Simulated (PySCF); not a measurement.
# Radial density of Cr²⁺ (chromium, charge +2)

UHF, [Ar] 3d3 4s1, high-spin 5F determinant (an excited configuration). Computed with PySCF 2.14 in aug-cc-pVDZ (7s6p4d2f, 59 functions), with the non-relativistic Hamiltonian (point nucleus).

```
r (bohr)  4πr²ρ (e/bohr)  4πr²(ρα − ρβ)
0.000867         0.08450         0.0001
 0.00146          0.2324         0.0001
 0.00245          0.6268         0.0004
 0.00413           1.637         0.0010
 0.00694           4.046         0.0024
  0.0117           9.127         0.0053
  0.0196           17.67         0.0099
  0.0330           26.63         0.0128
  0.0556           27.57         0.0071
  0.0935           21.91         0.0071
   0.157           28.08         0.0937
   0.264           27.60         0.4373
   0.445           10.79         1.5681
   0.748           12.98         2.7620
    1.26           6.385         1.7680
    2.12           1.029         0.7804
    3.56          0.2573         0.2572
    5.99        0.003310         0.0033
    10.1       4.453e-05         0.0000
    16.9       1.725e-05         0.0000
```
